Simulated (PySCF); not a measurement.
These 5 structures share the formula C7H11BO2. Level of theory: PySCF 2.14.0, PBE0-D3(BJ)/def2-SVP geometry optimisation, gas phase. Energies are electronic, without zero-point or thermal terms, for one conformer each. No frequencies were run at this level. Point groups hold within 0.08 Å.

Question: Order them by energy at this level, lowest first, and give relative energies in kcal/mol.
A. `[CH2:1]=[CH:2][C@:3]12[CH2:4][C@:5]([B:6]([OH:7])[OH:8])([CH2:9]1)[CH2:10]2` with C1–C2–C3–C4 121°, C4–C5–B6–O7 80°, C5–B6–O7–H 2°, C5–B6–O8–H -1°
B. `[CH:1]#[C:2][C@H:3]([CH3:4])[B:5]1[O:6][CH2:7][CH2:8][CH2:9][O:10]1` with C2–C3–B5–O6 90°, C3–B5–O6–C7 -178°, B5–O6–C7–C8 -28°, O6–C7–C8–C9 52°, C7–C8–C9–O10 -52°
C. `[CH:1]#[C:2][C@H:3]([CH2:4][CH:5]=[CH2:6])[CH2:7][B:8]([OH:9])[OH:10]` with C2–C3–C4–C5 174°, C3–C4–C5–C6 115°, C2–C3–C7–B8 -166°, C3–C7–B8–O9 -145°, C7–B8–O9–H -177°
D. `[CH2:1]=[C:2]([CH3:3])/[CH:4]=[CH:5]\[C@H:6]1[CH2:7][O:8][BH:9][O:10]1` with C1–C2–C4–C5 179°, C4–C5–C6–C7 98°, C5–C6–C7–O8 131°, C6–C7–O8–B9 -10°, C7–O8–B9–O10 4°, O8–B9–O10–C6 4°
E. `[CH2:1]=[CH:2]/[CH:3]=[CH:4]/[B:5]1[O:6][CH2:7][CH2:8][CH2:9][O:10]1` with C1–C2–C3–C4 -179°, C3–C4–B5–O6 0°, C4–B5–O6–C7 -179°, B5–O6–C7–C8 27°, O6–C7–C8–C9 -52°, C7–C8–C9–O10 53°

Answer: E (0.0), D (14.9), B (21.1), A (25.4), C (29.9).

As drawn, the highest has a C≡C bond and an O–H bond, which the lowest lacks.

```
                     SMILES      E (Eh)  E rel (kcal/mol)  dipole (D)  point group       A, B, C (MHz)
           C=C/C=C/B1OCCCO1  -447.89662               0.0        2.36           C1  3990, 574.0, 511.6
     C=C(C)/C=C\[C@H]1COBO1  -447.87283              14.9        2.56           C1  3568, 655.5, 617.1
        C#C[C@H](C)B1OCCCO1  -447.86300              21.1        3.37           C1  2356, 866.9, 787.0
C=C[C@]12C[C@](B(O)O)(C1)C2  -447.85614              25.4        2.64           C1  3516, 731.1, 671.5
       C#C[C@H](CC=C)CB(O)O  -447.84902              29.9        3.21           C1  1766, 911.9, 712.8
```

Question: How do the relative energies change in single points at PBE0/pcSseg-1 (no added dispersion term) on the same geometries?

Answer: 
```csv
SMILES,PBE0-D3(BJ)/def2-SVP (kcal/mol),PBE0/pcSseg-1 (kcal/mol),shift
C=C/C=C/B1OCCCO1,0.0,0.0,0.0
C=C(C)/C=C\[C@H]1COBO1,14.9,15.5,+0.6
C#C[C@H](C)B1OCCCO1,21.1,20.9,-0.2
C=C[C@]12C[C@](B(O)O)(C1)C2,25.4,27.0,+1.6
C#C[C@H](CC=C)CB(O)O,29.9,28.9,-1.0
```

Each column counts from its own lowest isomer. The order is unchanged; the largest shift is 1.6 kcal/mol.
